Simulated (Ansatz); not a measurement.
**Cost against result**

Saddle point of AlNH4Cl2O, singlet (AlHCl₂O ([OH][Al]([Cl])[Cl]) + NH₃ → AlNH₂Cl₂ ([NH2][Al]([Cl])[Cl]) + H₂O (still joined by a long Al–O bond); bonds formed: O2–H5; dative contacts that become bonds: Al1–N6; bonds broken: H5–N6; bonds weakened to dative contacts: Al1–O2), PBE0-D4/def2-TZVP structure:

```xyz
9
angstrom
Al -0.4136 -0.7205 0.2221
O -1.0594 1.0071 -0.1315
Cl -0.8270 -1.9414 -1.4461
Cl -0.9611 -1.3897 2.1317
H 0.0601 1.1189 -0.1986
N 1.1899 0.2403 0.0926
H -1.5481 1.2157 -0.9316
H 1.7306 0.4401 0.9233
H 1.8286 0.0292 -0.6620
```

Barriers are electronic and count from the start structure reached by relaxing down the imaginary mode.

Computed with Ansatz 0.2.0 (basis: as named in each row); correlated methods freeze the cores. B3LYP uses VWN-RPA correlation. Extrapolation: Hartree–Fock as exp(−7.88 √X), correlation as X^−2.97.

Times are rough, for one single point on 4 threads of a shared host (Intel Xeon).

The estimate by CCSD(T) at an estimated basis limit (MP2 extrapolated from triple and quadruple zeta, plus CCSD(T) − MP2 in triple zeta) is 28.52 kcal/mol.

```json
{"method": "HF", "basis": "STO-3G", "time (s)": "under 1", "barrier (kcal/mol)": "18.46", "method less estimate": "-10.06"}
{"method": "PBE-D4", "basis": "STO-3G", "time (s)": "under 1", "barrier (kcal/mol)": "-4.18", "method less estimate": "-32.70"}
{"method": "SPW92", "basis": "def2-SVP", "time (s)": "1", "barrier (kcal/mol)": "16.36", "method less estimate": "-12.16"}
{"method": "PBE-D4", "basis": "def2-SVP", "time (s)": "2", "barrier (kcal/mol)": "20.82", "method less estimate": "-7.70"}
{"method": "B3LYP-D4", "basis": "6-31G", "time (s)": "2", "barrier (kcal/mol)": "27.37", "method less estimate": "-1.15"}
{"method": "PBE0-D4", "basis": "def2-SVP", "time (s)": "2", "barrier (kcal/mol)": "23.70", "method less estimate": "-4.81"}
{"method": "SPW92", "basis": "def2-TZVPP", "time (s)": "2", "barrier (kcal/mol)": "19.06", "method less estimate": "-9.46"}
{"method": "PBE-D4", "basis": "def2-TZVPP", "time (s)": "4", "barrier (kcal/mol)": "23.15", "method less estimate": "-5.37"}
{"method": "BLYP-D4", "basis": "def2-TZVPP", "time (s)": "4", "barrier (kcal/mol)": "25.48", "method less estimate": "-3.04"}
{"method": "r2SCAN-D4", "basis": "def2-TZVPP", "time (s)": "6", "barrier (kcal/mol)": "25.45", "method less estimate": "-3.07"}
{"method": "B3LYP-D4", "basis": "def2-TZVPP", "time (s)": "6", "barrier (kcal/mol)": "27.20", "method less estimate": "-1.32"}
{"method": "CCSD(T)", "basis": "def2-SVP", "time (s)": "6", "barrier (kcal/mol)": "27.26", "method less estimate": "-1.26"}
{"method": "PBE0-D4", "basis": "def2-TZVPP", "time (s)": "6", "barrier (kcal/mol)": "25.64", "method less estimate": "-2.88"}
{"method": "BHLYP-D4", "basis": "def2-TZVPP", "time (s)": "6", "barrier (kcal/mol)": "30.23", "method less estimate": "1.71"}
{"method": "wB97M-V", "basis": "def2-SVP", "time (s)": "8", "barrier (kcal/mol)": "24.91", "method less estimate": "-3.61"}
{"method": "CAM-B3LYP-D4", "basis": "def2-TZVPP", "time (s)": "8", "barrier (kcal/mol)": "27.36", "method less estimate": "-1.15"}
{"method": "r2SCAN0-D4", "basis": "def2-TZVPP", "time (s)": "9", "barrier (kcal/mol)": "27.04", "method less estimate": "-1.48"}
{"method": "RPA on PBE", "basis": "def2-TZVPP", "time (s)": "9", "barrier (kcal/mol)": "27.43", "method less estimate": "-1.09"}
{"method": "B97M-V", "basis": "def2-TZVPP", "time (s)": "10", "barrier (kcal/mol)": "28.52", "method less estimate": "0.00"}
{"method": "B2PLYP", "basis": "def2-TZVPP", "time (s)": "10", "barrier (kcal/mol)": "27.71", "method less estimate": "-0.81"}
{"method": "PBE-QIDH", "basis": "def2-TZVPP", "time (s)": "11", "barrier (kcal/mol)": "27.39", "method less estimate": "-1.13"}
{"method": "wB97X-V", "basis": "def2-TZVPP", "time (s)": "13", "barrier (kcal/mol)": "27.72", "method less estimate": "-0.80"}
{"method": "wB97M-V", "basis": "def2-TZVPP", "time (s)": "14", "barrier (kcal/mol)": "27.34", "method less estimate": "-1.17"}
{"method": "MP2", "basis": "def2-QZVPP", "time (s)": "38", "barrier (kcal/mol)": "27.66", "method less estimate": "-0.86"}
{"method": "CCSD(T)", "basis": "def2-TZVPP", "time (s)": "160", "barrier (kcal/mol)": "27.98", "method less estimate": "-0.54"}
```

All methods are single points on the PBE0-D4 structures; a negative value means that the method puts the saddle structure below the start.

The T1 diagnostic stays at or below 0.010.

Labels in which every atom is bracketed show which atoms are joined, not bond orders.
